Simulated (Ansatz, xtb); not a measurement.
**Relative energy of two isomers of C5H4ClN3**

Structure I: `Cn1ncc(Cl)c1C#N`, a singlet. Structure II: `[H]/N=C\c1cncc(Cl)n1`, a singlet. Both are isolated molecules in the gas phase, relaxed with B3LYP/def2-SVP; each stands in its lowest conformer found.

Energies in hartree; the thermal terms are from GFN2-xTB frequencies at re-optimised GFN2-xTB minima (ideal gas, soft modes damped towards free rotors, one conformer each, 298.15 K, 1 atm) and include the zero-point energy:

```
                              I           II
E, CCSD(T)/def2-SVP  −815.405884  −815.414051
    E, MP2/def2-SVP  −815.318835  −815.318507
  E, MP2/def2-TZVPP  −816.175986  −816.178589
  zero-point energy     0.085619     0.084939
       H(298 K) − E     0.095087     0.093809
       G(298 K) − E     0.051338     0.051412
```

Task: Correct the CCSD(T) difference for the basis set by the MP2 change, then work out ΔE, ΔE₀, ΔH and ΔG for I → II in kJ/mol (1 Eh = 2625.50 kJ/mol) and the equilibrium ratio [II]/[I].

Result: 1. Differences II − I: CCSD(T) −0.008167, MP2 in the small set +0.000328, MP2 in the large set −0.002603 Eh.
2. ΔE = −0.008167 + (−0.002603 − (+0.000328)) = −0.011098 Eh = −29.14 kJ/mol.
3. ΔE₀ = ΔE + ΔZPE = −0.011098 + (−0.000680) Eh = −30.92 kJ/mol.
4. ΔH = ΔE + (−0.001278) Eh = −32.49 kJ/mol.
5. ΔG = ΔE + (+0.000074) Eh = −28.94 kJ/mol, so ΔS = (ΔH − ΔG)/T = −11.9 J/(mol K).
6. kT = 0.9442 mEh, so K = [II]/[I] = exp(−ΔG/kT) = exp(+11.68) ≈ 1.2 × 10^5.

Structure II is favoured at this temperature. An error of 4 kJ/mol in ΔG would change K by a factor of 5. MP2/def2-SVP found them nearly level. GFN2-xTB, HF/STO-3G gave ΔE the other sign. Mirror images and further conformers aren't counted.

As drawn, II has 1 N–H, 1 C=N, 2 C∷N in place of 1 C–N, 1 N∷N, 1 C≡N, 1 C–H (∷ is an aromatic bond). Structure I has a 5-membered ring (with an aromatic ring), II a 6-membered ring (with an aromatic ring).

Other levels gave ΔE = +17.2 (GFN2-xTB); +64.8 (HF/STO-3G, GFN2-xTB geometries); −37.8 (r2SCAN-D4/def2-SVP, GFN2-xTB geometries); −41.5 (B3LYP/def2-SVP); −48.1 (HF/def2-SVP); +0.9 (MP2/def2-SVP); −21.4 (CCSD(T)/def2-SVP) kJ/mol. The correlated steps freeze 13 core orbitals. Programs: Ansatz 0.2.0, xtb 6.7.1.
